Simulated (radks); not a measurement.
Spherical quantum dot in the effective-mass picture: electrons in a parabolic well V = omega^2 r^2 / 2 with omega = 1.09, all in effective atomic units (hartree* = m*/eps^2 hartree, bohr* = eps/m* bohr), one dielectric constant everywhere. Method: non-relativistic Kohn-Sham, PBE, spin-polarised, spherical densities; computed with a radial shooting solver with Libxc functionals. Levels are named by radial order and angular momentum (1s, 1p, 1d, 2s, ...), and open shells are averaged over m. Results are scaled to m* = 0.483 and eps = 8, for which hartree* = 205.4 meV and bohr* = 0.8765 nm. Each electron was tried in the lowest free levels, single moves between levels near the top were tried too, and the lowest total energy was kept; such a search can miss a lower state. At N = 1 the Hartree and exchange-correlation terms need not cancel, so that row can carry a self-interaction error.

N	open shells	2S	E (meV)	addition energy mu(N+1) - mu(N) (meV)	e(HOMO) (meV)	rms radius (nm)
1	1s(up 1, down 0)	1	337.319	157.6	398.35	1.031
2	none	0	832.253	303.1	552.35	1.093
3	1p(up 1, down 0)	1	1630.25	99.93	847.30	1.232
4	1p(up 2, down 0)	2	2528.17	101.5	948.70	1.313
5	1p(up 3, down 0)	3	3527.54	129.6	1049.9	1.372
6	1p(up 3, down 1)	2	4656.52	91.07	1174.0	1.424
7	1p(up 3, down 2)	1	5876.57	92.53	1266.3	1.468
8	none	0	7189.15	245.6	1358.8	1.507
9	1d(up 1, down 0)	1	8747.34	81.26	1598.8	1.563
10	1d(up 2, down 0)	2	10386.8	81.09	1680.1	1.611
11	1d(up 3, down 0)	3	12107.3	80.58	1760.9	1.653
12	1d(up 4, down 0)	4	13908.5	79.89	1841.2	1.692
13	1d(up 5, down 0)	5	15789.5	102.2	1920.7	1.727
14	1d(up 5, down 1)	4	17772.7	75.11	2020.7	1.760
15	1d(up 5, down 2)	3	19831.0	75.09	2095.9	1.791
16	1d(up 5, down 3)	2	21964.4	74.79	2170.9	1.820
17	1d(up 5, down 4)	1	24172.6	74.32	2245.4	1.848
18	none	0	26455.1	95.25	2319.5	1.874
19	2s(up 1, down 0)	1	28832.9	85.58	2415.0	1.900
20	none	0	31296.3	168.1	2499.6	1.925
21	1f(up 1, down 0)	1	33927.7	67.40	2665.2	1.955
22	1f(up 2, down 0)	2	36626.5	67.08	2732.4	1.982
23	1f(up 3, down 0)	3	39392.4	-	2799.3	2.009

All shells are closed at N = 2, 8, 18, 20 (there: 1s2 1p6 1d10 2s2); the second difference of the energy has clear peaks (12 % above both neighbours; the first and last values, which can be the largest, are not judged, and half-filled shells can peak too) at N = 2, 5, 8, 13, 20.
